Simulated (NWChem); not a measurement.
System meant: Si₂H₄SCl₂; SMILES Cl[SiH2]S[SiH2]Cl

Here is an NWChem input.

```
start job
memory heap 200 mb stack 900 mb global 1100 mb
geometry units angstroms noautosym nocenter noautoz
  Si    -0.894966    -1.738434    -0.363549
  Cl     0.638798    -3.068898    -0.805129
  S     -0.325599    -0.259084     1.092259
  Si     0.774678     1.158214    -0.096280
  Cl    -0.458283     2.455808    -1.151652
  H     -1.284178    -1.092230    -1.635404
  H     -2.000402    -2.500597     0.250755
  H      1.616262     0.458987    -1.091006
  H      1.566430     1.955782     0.861473
end
basis spherical
  Si library 6-31g*
  Cl library 6-31g*
  S library 6-31g*
  H library 6-31g*
end
dft
  xc m06-2x
  iterations 150
end
property
  shielding 5 1 2 3 6 7
end
task dft property
```

End of the output:

```
 Vector   44  Occ=0.000000D+00  E= 2.722341D-02
              MO Center= -7.6D-02, -2.8D-01, -1.4D-01, r^2= 6.0D+00
   Bfn.  Coefficient  Atom+Function         Bfn.  Coefficient  Atom+Function
  ----- ------------  ---------------      ----- ------------  ---------------
    10      0.778079  1 Si s                 64     -0.777874  4 Si s
    11      0.689135  1 Si px                48      0.646943  3 S  py
    65      0.623537  4 Si px                 6      0.445959  1 Si s
    60     -0.446257  4 Si s                 82      0.441924  5 Cl s
    28     -0.438715  2 Cl s                 30     -0.317835  2 Cl py

 center of mass
 --------------
 x =  -0.08831035 y =  -0.55027363 z =  -0.56023571

 moments of inertia (a.u.)
 ------------------
        2728.057345058391         101.757914905892          17.614612548816
         101.757914905892         629.484542128933          66.412478122801
          17.614612548816          66.412478122801        2631.722012600511

     Multipole analysis of the density
     ---------------------------------

     L   x y z        total         alpha         beta         nuclear
     -   - - -        -----         -----         ----         -------
     0   0 0 0     -0.000000    -41.000000    -41.000000     82.000000

     1   1 0 0      0.010962      3.715721      3.715721     -7.420480
     1   0 1 0     -0.002181     22.551855     22.551855    -45.105892
     1   0 0 1     -0.053550     22.499629     22.499629    -45.052808

     2   2 0 0    -47.958777    -99.928230    -99.928230    151.897684
     2   1 1 0      4.611365     14.012541     14.012541    -23.413717
     2   1 0 1      0.667136      1.700834      1.700834     -2.734531
     2   0 2 0    -53.995182   -627.438923   -627.438923   1200.882664
     2   0 1 1      1.004780      2.239724      2.239724     -3.474667
     2   0 0 2    -51.653175   -131.718560   -131.718560    211.783945

          -----------------------------------------
          Chemical Shielding Tensors (GIAO, in ppm)
          -----------------------------------------

 ------------------------------------------------------------------------
  xm06: d2 not coded                    0
 ------------------------------------------------------------------------
 ------------------------------------------------------------------------
  current input line :
    27: task dft property
 ------------------------------------------------------------------------
 ------------------------------------------------------------------------
 This error has not yet been assigned to a category
 ------------------------------------------------------------------------
 For more information see the NWChem manual at https://nwchemgit.github.io

0: xm06: d2 not coded:Received an Error in Communication
```

Find the fault in this run and fix the input.

The program stopped with an error. Cause: this functional's second derivatives, which shieldings need, aren't coded here; the fix takes a hybrid GGA instead. This input runs:
```
start job
memory heap 200 mb stack 900 mb global 1100 mb
geometry units angstroms noautosym nocenter noautoz
  Si    -0.894966    -1.738434    -0.363549
  Cl     0.638798    -3.068898    -0.805129
  S     -0.325599    -0.259084     1.092259
  Si     0.774678     1.158214    -0.096280
  Cl    -0.458283     2.455808    -1.151652
  H     -1.284178    -1.092230    -1.635404
  H     -2.000402    -2.500597     0.250755
  H      1.616262     0.458987    -1.091006
  H      1.566430     1.955782     0.861473
end
basis spherical
  * library 6-31g*
end
dft
  xc pbe0
  iterations 150
end
property
  shielding 5 1 2 3 6 7
end
task dft property
```
It converges to -1899.34454 Ha (PBE0/6-31G* (spherical d), GIAO).
